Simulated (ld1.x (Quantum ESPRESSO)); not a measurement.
nitrogen (N), TM: configuration errors across variants

ld1.x (Quantum ESPRESSO) 7.5 input, shortened:

```
&input
   title='N', zed=7., rel=1, dft='BP', iswitch=3,
   config='[He] 2s2 2p2.5 3d-2'
 /
 &inputp
   pseudotype=2, tm=.true., lloc=-1, rcloc=0.75,
   nlcc=.false.
 /
3
2S  1  0   2.00   0.00  0.85  0.85  0.0
2P  2  1   2.50   0.00  2.30  2.30  0.0
3D  3  2  -2.00   0.05  2.40  2.40  0.0
 &test
   configts(1)='2s2 2p2.5'
 /
```

All-electron excitation energies from the reference (eV): (1) 2s2 2p3 -5.140; (2) 2s2 2p2 8.540; (3) 2s2 2p1 37.464; (4) 2s1 2p4 6.370; (5) 2s0 2p5 17.902; (6) 2s2 2p0 84.565; (7) 2s1 2p3 20.339.

Errors AE − PS in meV (a dash: test not solved or not reliable):

| change | (1) | (2) | (3) | (4) | (5) | (6) | (7) | bound ghosts |
| --- | --- | --- | --- | --- | --- | --- | --- | --- |
| base | +11 | +28 | +478 | +59 | +89 | +2143 | -86 | none |
| local potential all-electron potential smoothed inside 2.76 bohr (lloc = -1) | +3.5 | +20 | +423 | +54 | +87 | +2084 | -100 | none |
| wave 3d channel at 0.05 Ry: rc 2.40 bohr becomes 3d channel at 7.63 Ry: rc 2.40 bohr | +11 | +28 | +478 | +59 | +89 | +2143 | -86 | none |
| core correction a·sin(br)/r model core inside 0.86 bohr | +11 | +28 | +478 | +58 | +85 | +2138 | -88 | none |
| local potential the d channel | +13 | +30 | +495 | +60 | +89 | +2177 | -83 | none |
| wave 2s (bound): rc 0.85 bohr becomes 2s (bound): rc 0.70 bohr | +11 | +28 | +484 | +66 | +120 | +2166 | -82 | none |
| wave 3d channel at 0.05 Ry: rc 2.40 bohr becomes 3d channel at 0.05 Ry: rc 2.32 bohr | +11 | +28 | +478 | +59 | +89 | +2143 | -86 | none |

Question: Give the same row for: all radii scaled by about 1.25 (s 1.06, p 2.88, d 3.00 bohr); local potential all-electron potential smoothed inside 0.94 bohr (lloc = -1).

Answer: +32, +67, +1024, +113, +118, +4167, -196; bound ghosts: none.
